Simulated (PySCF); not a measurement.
## C₇H₁₅FSi: full NMR table

* Formula: C7H15FSi
* SMILES: CCC/C(C)=C(/[SiH3])CF
* Point group of the computed structure: C1
* Degrees of unsaturation: 1
* Carbon signals: 7
* Proton signals: 6

Atom-mapped SMILES (the numbers label the heavy atoms): `[CH3:1][CH2:2][CH2:3]/[C:4]([CH3:5])=[C:6](/[SiH3:7])[CH2:8][F:9]` (H(Xn): hydrogen on atom n).

One computed conformer, non-relativistic Hamiltonian, no solvent model, one averaged value for each set of equivalent atoms. Geometry: GFN2-xTB; σ from GIAO-PBE0/pcSseg-1; PySCF.

Scale: ¹H (σref 31.72), ¹³C (σref 186.93), ²⁹Si (σref 349.16) vs TMS; ¹⁹F (σref 170.95) against CFCl3 (reference shieldings calculated alike).

```tsv
carbon	δC, type	δH (multiplicity)	HMBC from (2–3 bonds)	span of the C tensor (ppm)
C1	17.1, CH3	1.03 (m)	H(C3), H(C2)	29
C2	28.0, CH2	1.15 (m)	H(C3), H(C1)	29
C3	41.8, CH2	2.08 (t)	H(C5), H(C2), H(C1)	43
C4	160.0, C	–	H(C8), H(Si7), H(C3), H(C5), H(C2)	245
C5	28.4, CH3	2.02 (s)	H(C3)	42
C6	130.4, C	–	H(C8), H(Si7), H(C3), H(C5)	178
C8	85.4, CH2	5.31 (m)	H(Si7)	81
```

Other nuclei:
```tsv
atoms	nucleus	environment	δ (ppm)	σ (ppm)
H(Si7)	¹H	hydrogen on a silicon bonded to C	4.25	27.47
F9	¹⁹F	fluorine on an sp3 carbon	-234.0	404.9
Si7	²⁹Si	silicon bonded to C, 3 H	-88.6	437.7
```

Carbon types of the structure: 2 × C, 3 × CH2, 2 × CH3, leaving 3 H on heteroatoms. δC 160.0, 130.4: fully substituted alkene carbon; the olefinic region. δC 85.4: allylic sp3 CH2 bonded to F; pulled downfield by the heteroatom. δC 28.0: sp3 CH2; aliphatic region, no heteroatom directly attached. δH 2.02: hydrogen on an allylic methyl carbon; allylic position. δH 1.03: hydrogen on a methyl carbon; far from electronegative atoms and π systems.

Splittings by ¹⁹F in the carbon and heteronuclear signals aren't shown, as no couplings were computed. Shifts are as computed. Against solution values, carbons near 30 ppm lie about +3 ppm off and those near 130 ppm about +5 ppm. Of 1309 compounds with measured shifts, 239 miss one by over three times the rms of a fit or turn the order of signals round; such compounds aren't used in these exercises. Unscaled 19F shifts against computed CFCl3 carry errors that often reach 10 to 50 ppm. No couplings were computed; multiplicities are counted from neighbouring protons, with m where these are inequivalent, close in shift, in a saturated or five-membered ring or joined by F or P, and br s for small geminal =CH2 splittings.
